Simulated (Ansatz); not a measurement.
A set of 12 reactions (atomization), with CCSD(T)/CBS values in kJ/mol:

```tsv
reaction	ΔE
`O=CC[SiH](O)Cl` → 2 C• + Cl• + 5 H• + 2 O• + Si•	4385.0
`SP1BN1` → B• + 3 H• + N• + P• + S•	2287.4
`[SiH2][S][GeH3]`• → Ge• + 5 H• + S• + Si•	2130.3
`OCN[SiH2]F` → C• + F• + 6 H• + N• + O• + Si•	4076.4
`OC=S` → C• + 2 H• + O• + S•	1831.5
`[Ge][Te]` → Ge• + Te•	454.9
`[F][SnH]1[NH]P[O]1` → F• + 3 H• + N• + O• + P• + Sn•	2550.6
`C=COB(O)Cl` → B• + 2 C• + Cl• + 4 H• + 2 O•	4314.3
`C[S][AlH2]` → Al• + C• + 5 H• + S•	2525.6
`CB(N)O` → B• + C• + 6 H• + N• + O•	3976.5
`Cl[SiH]1CB[SiH2]1` → B• + C• + Cl• + 6 H• + 2 Si•	3712.8
`F[SiH](S)S` → F• + 3 H• + 2 S• + Si•	2312.3
```

Computed with Ansatz on PBE0-D4/def2-TZVP structures; ΔE is electronic, products minus reactants. CCSD(T)/CBS is the MP2 limit (def2-TZVPP, def2-QZVPP) plus CCSD(T) − MP2 in def2-TZVPP, frozen cores. Small cases extrapolate CCSD(T) itself. Functionals use def2-TZVPP. B3LYP here is the variant with VWN-RPA as its local correlation; programs differ in this. Open shells (•) are unrestricted, without spin–orbit coupling. Spin–orbit coupling would lower the free atoms: a little for Al, B, C, Cl, F, O, S, Si; clearly for Ge; strongly for Sn, Te. def2 core potentials past Kr. For Ge, Sn, Te outer-core shells are correlated without core-valence functions, so the limit isn't a true one: a few kJ/mol of doubt a bond, and 10 to 20 or more in all where bonds break to atoms. Scalar relativity is left out up to krypton. One conformer a species, not always the lowest.

Question: Give the mean, mean absolute and largest difference (level minus CCSD(T)/CBS, kJ/mol) for: PBE-D4, PBE0-D4, B3LYP-D4, ωB97X-V, PBE, r2SCAN, B3LYP, MP2/def2-TZVPP, CCSD(T)/def2-TZVPP, HF/def2-QZVPP, MP2/def2-QZVPP, SCS-MP2/def2-QZVPP, HF/CBS(def2), MP2/CBS(def2). (Best estimate.)

Answer: Computed: 
| level | mean | mean absolute | largest |
| --- | --- | --- | --- |
| PBE-D4 | 57.2 | 59.9 | 142.8 |
| PBE0-D4 | -5.7 | 28.0 | -60.7 |
| B3LYP-D4 | -8.9 | 19.2 | -40.3 |
| ωB97X-V | 11.2 | 17.1 | 50.4 |
| PBE | 39.3 | 48.7 | 123.0 |
| r2SCAN | 4.8 | 20.7 | -43.4 |
| B3LYP | -38.0 | 39.9 | -75.8 |
| MP2/def2-TZVPP | -33.3 | 37.6 | -69.3 |
| CCSD(T)/def2-TZVPP | -89.7 | 89.7 | -130.1 |
| HF/def2-QZVPP | -841.5 | 841.5 | -1235.7 |
| MP2/def2-QZVPP | 20.4 | 29.9 | 91.9 |
| SCS-MP2/def2-QZVPP | 8.5 | 16.1 | 31.0 |
| HF/CBS(def2) | -840.7 | 840.7 | -1234.6 |
| MP2/CBS(def2) | 56.9 | 59.7 | 137.9 |

The largest T1 diagnostic in the set is 0.018, for `[Ge][Te]` (customary mark 0.02).

CCSD(T)/CBS is a level of theory with its own doubt, and the functionals carry their triple-zeta basis error, so these figures describe this set and don't rank the functionals.
